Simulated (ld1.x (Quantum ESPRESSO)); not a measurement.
K: from the effect back to the setting (TM)

Base potential:

- Element: potassium (K)
- Generator: ld1.x (Quantum ESPRESSO) 7.5
- Type: norm-conserving Troullier–Martins (Kleinman–Bylander form)
- Functional: PBE
- Relativity: scalar-relativistic
- Frozen core: [Ne]
- Valence charge: 9
- Reference configuration: 3s2 3p6 4s0.5 4p0.5
- Partial waves: 3p (bound): rc 1.80 bohr; 3d channel at 0.05 Ry: rc 1.70 bohr; 3s (bound): rc 1.80 bohr
- Local potential: the s channel
- Core correction: none

Occupied shells without a wave of their own: 4p, 4s. They enter only through the test configuration that unscreens the potential.

Cutoffs, loose and tight: the cutoffs (Ry, on a coarse ladder) from which the occupation-weighted sum of valence levels, in a spherical-Bessel basis at the reference potential, stays within 10 and 1 mRy of its value at 400 Ry. They do not see the model core or the augmentation charge, which bear on the density cutoff. Test errors are all-electron minus pseudo excitation energies from the reference, over the configurations 3s2 3p6 4s1 4p0; 3s2 3p6 4s0 4p0; 3s2 3p6 4s0.5 4p0; 3s2 3p5 4s1 4p0; 3s2 3p6 4s0 4p1; 3s1 3p6 4s1 4p0; variants that change the core or the reference have their own tests.

Only the scale of all radii (base = 1) is moved:

```json
{"scale of all radii (base = 1)": "0.76", "cutoff, loose": "70 Ry", "cutoff, tight": "100 Ry", "bound ghosts": "none", "largest test error (meV)": "+45", "median size of the test errors": "14.8 meV"}
{"scale of all radii (base = 1)": "0.82", "cutoff, loose": "55 Ry", "cutoff, tight": "80 Ry", "bound ghosts": "none", "largest test error (meV)": "+70", "median size of the test errors": "23.9 meV"}
{"scale of all radii (base = 1)": "0.92", "cutoff, loose": "35 Ry", "cutoff, tight": "60 Ry", "bound ghosts": "none", "largest test error (meV)": "+147", "median size of the test errors": "52.8 meV"}
{"scale of all radii (base = 1)": "1.01", "cutoff, loose": "25 Ry", "cutoff, tight": "50 Ry", "bound ghosts": "none", "largest test error (meV)": "+246", "median size of the test errors": "93.6 meV"}
{"scale of all radii (base = 1)": "1.08", "cutoff, loose": "25 Ry", "cutoff, tight": "45 Ry", "bound ghosts": "none", "largest test error (meV)": "+308", "median size of the test errors": "121.2 meV"}
{"scale of all radii (base = 1)": "1.21", "cutoff, loose": "25 Ry", "cutoff, tight": "40 Ry", "bound ghosts": "none", "largest test error (meV)": "+486", "median size of the test errors": "210.8 meV"}
{"scale of all radii (base = 1)": "1.32", "cutoff, loose": "25 Ry", "cutoff, tight": "40 Ry", "bound ghosts": "none", "largest test error (meV)": "+594", "median size of the test errors": "272.4 meV"}
{"scale of all radii (base = 1)": "1.37", "cutoff, loose": "25 Ry", "cutoff, tight": "35 Ry", "bound ghosts": "none", "largest test error (meV)": "+658", "median size of the test errors": "312.0 meV"}
```

Task: One more run gave cutoff, loose: 25 Ry; cutoff, tight: 45 Ry; bound ghosts: none; largest test error (meV): +413; median size of the test errors: 171.9 meV. Which value of the scale of all radii (base = 1) was used?

Result: 1.15. The median size of the test errors moves one way along this sweep, from 14.8 meV at 0.76 to 312.0 meV at 1.37, which places the run between 1.08 and 1.21.
